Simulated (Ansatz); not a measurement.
C$_{4}$H$_{2}$F$_{4}$, SMILES `FC1=C(F)[C@@H](F)[C@@H]1F` at its PBE0-D4/def2-TZVP geometry, where that method's forces vanish. The species carries charge 0 and has multiplicity 1.

```xyz
10

F     2.0810    0.9593    0.8081
C     0.9124    0.4994    0.4410
C    -0.3183    0.5278    0.9468
F    -0.8897    1.1006    1.9752
C    -0.8965   -0.3399   -0.1191
F    -1.8829    0.2377   -0.8769
C     0.5234   -0.3052   -0.7526
F     1.1376   -1.5264   -0.8641
H    -1.2179   -1.3436    0.1671
H     0.5510    0.1903   -1.7254
```

(1) What forces (eV/Å) does ωB97M-V/def2-TZVPP give on these atoms in Ansatz 0.2.0? (Estimate.)

## Answers

(1) Computed: 
```
F1   0.300  0.125  0.091
C2  -0.384 -0.060  0.080
C3   0.320 -0.050 -0.229
F4  -0.146  0.142  0.269
C5   0.016 -0.335  0.101
F6  -0.146  0.122 -0.132
C7  -0.085  0.215 -0.263
F8   0.094 -0.211  0.012
H9   0.040  0.099 -0.030
H10 -0.011 -0.047  0.100
```
